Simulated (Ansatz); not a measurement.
Start from `[MgH2]` and change one element to get `[ZnH2]`.

Ansatz, PBE0-D4/def2-TZVP geometries, multiplicity 1. 

Scalar relativity is left out up to krypton.

| property | `[MgH2]` |
| --- | --- |
| HOMO energy (PBE/def2-TZVPP) / eV | -6.04 |
| size of the dipole moment (ωB97M-V/def2-TZVPP) / D | 0.00 |
| LUMO energy (ωB97M-V/def2-TZVPP) / eV | 0.75 |
| HOMO energy (B3LYP/def2-TZVPP) / eV | -7.05 |
| size of the dipole moment (PBE/def2-TZVPP) / D | 0.00 |
| HOMO energy (PBE0/def2-TZVPP) / eV | -7.21 |

**Question.** Give the same properties after the change, and the shifts. (An estimate is asked.)

**Answer.** The calculation gave: 
```csv
property,`[ZnH2]`,shift
HOMO energy (PBE/def2-TZVPP) / eV,-6.86,-0.82
size of the dipole moment (ωB97M-V/def2-TZVPP) / D,0.00,0.00
LUMO energy (ωB97M-V/def2-TZVPP) / eV,0.69,-0.06
HOMO energy (B3LYP/def2-TZVPP) / eV,-7.85,-0.80
size of the dipole moment (PBE/def2-TZVPP) / D,0.00,0.00
HOMO energy (PBE0/def2-TZVPP) / eV,-8.01,-0.80
```

With PBE0 the HOMO falls by 0.80 eV and the LUMO falls by 0.15 eV, so the gap widens by about 0.65 eV. PBE moves the HOMO by -0.82 eV and ωB97M-V by -0.84 eV.

B3LYP here is the variant with VWN-RPA as its local correlation; programs differ in this.
